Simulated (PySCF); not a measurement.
CdTe, SMILES [Te]=[Cd].

The structure is a stationary point at PBE0-D3(BJ)/def2-TZVP. The def2 effective core potentials stand for the cores of Cd, Te; spin–orbit coupling is left out.

All values below come from TDDFT-PBE/def2-TZVPD (PySCF).

Vertical excitations; the highest root listed may be one member of a degenerate set. The molecule is in vacuum. State labels are in the subgroup C2v.

List the lowest excited states. (An estimate is asked for; the answer gives what the named calculation found.)


| state | symmetry | energy (eV) | λ (nm) | f | main pairs |
|---|---|---|---|---|---|
| S1 | B1 | 0.40 | 3070 | 0.001 | HOMO→LUMO (degenerate set) |
| S2 | B2 | 0.40 | 3070 | 0.001 | HOMO−1→LUMO (degenerate set) |
| S3 | A2 | 3.44 | 360 | 0.000 | HOMO→LUMO+1 50 %, HOMO−1→LUMO+2 50 % |
| S4 | A1 | 3.48 | 356 | 0.006 | HOMO−2→LUMO 48 %, HOMO→LUMO+2 26 %, HOMO−1→LUMO+1 26 % |
| S5 | A2 | 3.51 | 353 | 0.000 | HOMO−1→LUMO+2, HOMO→LUMO+1 (degenerate set) |
| S6 | A1 | 3.51 | 353 | 0.000 | HOMO−1→LUMO+1, HOMO→LUMO+2 (degenerate set) |
| S7 | B1 | 5.01 | 248 | 0.021 | HOMO→LUMO+3 (degenerate set) |
| S8 | B2 | 5.01 | 248 | 0.021 | HOMO−1→LUMO+3 (degenerate set) |
| S9 | A1 | 5.32 | 233 | 1.139 | HOMO−2→LUMO 47 %, HOMO−1→LUMO+1 21 %, HOMO→LUMO+2 21 % |
| S10 | A1 | 5.69 | 218 | 0.000 | HOMO→LUMO+5 50 %, HOMO−1→LUMO+6 50 % |
| T3 | A1 | 2.47 | 502 | 0 | HOMO−2→LUMO 96 % |
| T4 | A1 | 3.14 | 394 | 0 | HOMO→LUMO+2 48 %, HOMO−1→LUMO+1 48 % |
Triplets are in the Tamm–Dancoff approximation, which puts them higher than full response would, so one can lie above its singlet here.
